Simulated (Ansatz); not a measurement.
Reaction (ligand exchange at the Si–O bond): `[OH][Sc]([Cl])[O][SiH3]` + `C=N[SiH2]N` → `C=N[SiH2]N[SiH3]` + `[OH][Sc]([OH])[Cl]`

Isolated molecules relaxed with PBE0-D4/def2-TZVP in Ansatz; ΔE leaves out vibrations. CBS: MP2 limit from def2 TZ/QZ plus the TZ coupled-cluster correction, frozen cores. Functionals use def2-TZVPP. For Sc outer-core shells are correlated without core-valence functions, which leaves a few kJ/mol of doubt a bond. Scalar relativity is left out up to krypton. Each species was taken in one conformer, which may not be the lowest.

CCSD(T)/CBS gives +56.8 kJ/mol.

**Question.** Another level gave +58.3 kJ/mol. Which?
A. HF/def2-TZVPP
B. BHLYP-D4/def2-TZVPP
C. LC-ωPBE/def2-TZVPP
D. LDA (SPW92)/def2-TZVPP

**Answer.** B. BHLYP-D4 58.3, LC-ωPBE 52.8, HF/def2-TZVPP 68.4, LDA (SPW92) 47.5 kJ/mol.

Largest T1 diagnostic among the species: 0.015.

Leaving LDA and LC-ωPBE aside and taking each functional with its dispersion term where it has one, the values, not all of them listed here, spread over 11.4 kJ/mol, from revPBE-D4 to B2PLYP. LDA lies −5.3 kJ/mol from PBE without D4. The D4 term adds −5.1 kJ/mol with B3LYP and −2.8 kJ/mol with PBE0; it sums over pairs of atoms, weighted by their polarisabilities, and B3LYP, whose exchange is more repulsive, gets the larger term.

CCSD(T)/CBS has its own doubt, a few kJ/mol and more with outer-core shells, so smaller differences from it don't rank the levels.

B3LYP here is the variant with VWN-RPA as its local correlation; programs differ in this.
